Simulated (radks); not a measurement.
The numbers below are computed, except where a source is named.
Isoelectronic series with 15 electrons, all held in the configuration [Ne] 3s2 3p3, which need not be the ground one along the series. Level of theory: scalar-relativistic Kohn-Sham, LDA (Slater exchange, Perdew-Wang correlation), spin-polarised, spherical densities, finite nucleus; open shells are filled with parallel spins first (spin-orbit coupling, left out, can overturn this in heavy ions); Fermi nuclear charge, rms radius of each element as measured or else 0.836 A^(1/3) + 0.57 fm (a radial shooting solver on a logarithmic mesh with Libxc functionals). Total energies (hartree) and mean radii <r> (bohr) (* marks an orbital that is empty in some or all of the ions):

ion    E (hartree)  3p down*   3p up  3s down
Ca5+    -670.56056     1.127   1.114    1.076
Mn10+  -1117.16056    0.7616  0.7567   0.7575
Zn15+  -1682.09640    0.5783  0.5758   0.5856
Br20+  -2367.45917    0.4666  0.4650   0.4770
Zr25+  -3175.88557    0.3909  0.3899   0.4018
Rh30+  -4110.57661    0.3361  0.3354   0.3464
Sn35+  -5175.36953    0.2945  0.2940   0.3038
Cs40+   -6374.8082    0.2618  0.2614   0.2699
